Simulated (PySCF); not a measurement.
Isomers of [C9H16P]+.

All values: PBE0/pcSseg-1 (PySCF) at PBE0-D3(BJ)/def2-SVP geometries, gas phase, one conformer each.

Task: Rank by the highest Hirshfeld charge on any atom, lowest value first.
A. `[CH:1]#[C:2][CH2:3][P@@+:4]([CH3:5])([CH2:6][CH3:7])[CH2:8][CH:9]=[CH2:10]` (charge +1) with C2–C3–P4–C5 60°, C3–P4–C6–C7 179°, C3–P4–C8–C9 -64°, P4–C8–C9–C10 99°
B. `[CH:1]#[C:2][CH2:3][P@H+:4]([CH2:5][CH2:6][CH3:7])[CH:8]1[CH2:9][CH2:10]1` (charge +1) with C2–C3–P4–C5 -59°, C3–P4–C5–C6 179°, P4–C5–C6–C7 -63°, C3–P4–C8–C9 -146°
C. `CC(C)(C)[PH+]1C=CCC=C1`
D. `[CH:1]#[C:2][CH2:3][P@H+:4]1[C@H:5]([CH2:6][CH3:7])[C@@H:8]1[CH2:9][CH3:10]` (charge +1) with C2–C3–P4–C5 -144°, P4–C5–C6–C7 -159°, C5–C8–C9–C10 -159°
E. `[CH3:1][CH2:2][C:3]1=[CH:4][PH2+:5][CH:6]=[C:7]1[CH:8]([CH3:9])[CH3:10]` (charge +1) with C1–C2–C3–C4 4°, C6–C7–C8–C9 -97°

Result: D (+0.414 e), C (+0.436 e), E (+0.454 e), B (+0.465 e), A (+0.478 e).

Task: Rank by HOMO energy, lowest first.
A. `[CH3:1][CH2:2][C:3]1=[CH:4][PH2+:5][CH:6]=[C:7]1[CH:8]([CH3:9])[CH3:10]` (charge +1) with C1–C2–C3–C4 4°, C6–C7–C8–C9 -97°
B. `CC(C)(C)[PH+]1C=CCC=C1`
C. `[CH:1]#[C:2][CH2:3][P@@+:4]([CH3:5])([CH2:6][CH3:7])[CH2:8][CH:9]=[CH2:10]` (charge +1) with C2–C3–P4–C5 60°, C3–P4–C6–C7 179°, C3–P4–C8–C9 -64°, P4–C8–C9–C10 99°
D. `[CH:1]#[C:2][CH2:3][P@H+:4]1[C@H:5]([CH2:6][CH3:7])[C@@H:8]1[CH2:9][CH3:10]` (charge +1) with C2–C3–P4–C5 -144°, P4–C5–C6–C7 -159°, C5–C8–C9–C10 -159°

Result: B (-12.04 eV), D (-11.90 eV), A (-11.69 eV), C (-11.52 eV).

All values together:

```json
{"SMILES": "C#CC[P@@+](C)(CC)CC=C", "HOMO (eV)": "-11.52", "LUMO (eV)": "-4.11", "lowest IAO charge (e)": "-0.641 (C)", "highest IAO charge (e)": "+1.220 (P)", "lowest Hirshfeld charge (e)": "-0.126 (C)", "highest Hirshfeld charge (e)": "+0.478 (P)"}
{"SMILES": "CC(C)(C)[PH+]1C=CCC=C1", "HOMO (eV)": "-12.04", "LUMO (eV)": "-5.10", "lowest IAO charge (e)": "-0.422 (C)", "highest IAO charge (e)": "+1.049 (P)", "lowest Hirshfeld charge (e)": "-0.110 (C)", "highest Hirshfeld charge (e)": "+0.436 (P)"}
{"SMILES": "C#CC[P@H+]1[C@H](CC)[C@@H]1CC", "HOMO (eV)": "-11.90", "LUMO (eV)": "-4.82", "lowest IAO charge (e)": "-0.442 (C)", "highest IAO charge (e)": "+0.877 (P)", "lowest Hirshfeld charge (e)": "-0.105 (C)", "highest Hirshfeld charge (e)": "+0.414 (P)"}
{"SMILES": "CC1=C[P@+](C)(C2CC2)CC1", "HOMO (eV)": "-11.72", "LUMO (eV)": "-4.58", "lowest IAO charge (e)": "-0.643 (C)", "highest IAO charge (e)": "+1.229 (P)", "lowest Hirshfeld charge (e)": "-0.127 (C)", "highest Hirshfeld charge (e)": "+0.461 (P)"}
{"SMILES": "C#CC[P@H+](CCC)C1CC1", "HOMO (eV)": "-11.82", "LUMO (eV)": "-3.92", "lowest IAO charge (e)": "-0.464 (C)", "highest IAO charge (e)": "+1.083 (P)", "lowest Hirshfeld charge (e)": "-0.107 (C)", "highest Hirshfeld charge (e)": "+0.465 (P)"}
{"SMILES": "CCC1=C[PH2+]C=C1C(C)C", "HOMO (eV)": "-11.69", "LUMO (eV)": "-6.54", "lowest IAO charge (e)": "-0.431 (C)", "highest IAO charge (e)": "+0.937 (P)", "lowest Hirshfeld charge (e)": "-0.104 (C)", "highest Hirshfeld charge (e)": "+0.454 (P)"}
{"SMILES": "C=C[P@@+](C)(/C=C\\C)C1CC1", "HOMO (eV)": "-11.99", "LUMO (eV)": "-5.00", "lowest IAO charge (e)": "-0.632 (C)", "highest IAO charge (e)": "+1.227 (P)", "lowest Hirshfeld charge (e)": "-0.125 (C)", "highest Hirshfeld charge (e)": "+0.459 (P)"}
```

Conformers: `[CH:1]#[C:2][CH2:3][P@@+:4]([CH3:5])([CH2:6][CH3:7])[CH2:8][CH:9]=[CH2:10]` (charge +1) with C2–C3–P4–C5 60°, C3–P4–C6–C7 179°, C3–P4–C8–C9 -64°, P4–C8–C9–C10 99°; `[CH:1]#[C:2][CH2:3][P@H+:4]1[C@H:5]([CH2:6][CH3:7])[C@@H:8]1[CH2:9][CH3:10]` (charge +1) with C2–C3–P4–C5 -144°, P4–C5–C6–C7 -159°, C5–C8–C9–C10 -159°; `[CH3:1][C:2]1=[CH:3][P@+:4]([CH3:5])([CH:6]2[CH2:7][CH2:8]2)[CH2:9][CH2:10]1` (charge +1) with C3–P4–C6–C7 167°; `[CH:1]#[C:2][CH2:3][P@H+:4]([CH2:5][CH2:6][CH3:7])[CH:8]1[CH2:9][CH2:10]1` (charge +1) with C2–C3–P4–C5 -59°, C3–P4–C5–C6 179°, P4–C5–C6–C7 -63°, C3–P4–C8–C9 -146°; `[CH3:1][CH2:2][C:3]1=[CH:4][PH2+:5][CH:6]=[C:7]1[CH:8]([CH3:9])[CH3:10]` (charge +1) with C1–C2–C3–C4 4°, C6–C7–C8–C9 -97°; `[CH2:1]=[CH:2][P@@+:3]([CH3:4])(/[CH:5]=[CH:6]\[CH3:7])[CH:8]1[CH2:9][CH2:10]1` (charge +1) with C1–C2–P3–C4 -107°, C2–P3–C5–C6 64°, C2–P3–C8–C9 159°.
